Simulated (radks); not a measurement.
Values are calculated unless marked as measured or tabulated.
Question: Coherent X-ray form factor from a spherical all-electron density. Level of theory: non-relativistic Kohn-Sham, MS2 meta-GGA, spin-polarised, spherical densities, point nucleus; meta-GGA in the generalised Kohn-Sham scheme (a radial shooting solver on a logarithmic mesh with Libxc functionals).

sin(theta)/lambda (1/angstrom)  f0 (electrons)
0.05                                    57.318
0.1                                     55.403
0.15                                    52.600
0.2                                     49.337
0.25                                    45.991
0.3                                     42.819
0.4                                     37.373
0.5                                     33.008
0.6                                     29.352
0.8                                     23.524
1                                       19.525
1.25                                    16.411
1.5                                     14.213
2                                       10.394

The species is in the configuration that NIST lists as its ground one. Which atom or ion scatters so?

Answer: The promethium ion Pm3+, [Xe] 4f4. Extrapolating in s^2 from the first two rows gives f0(0) = 58.0, near the electron count 58; among species with that count, the fall with angle is slower the higher Z, and the table is that of Z = 61; from so few rows the species is fixed only to a neighbour or two.
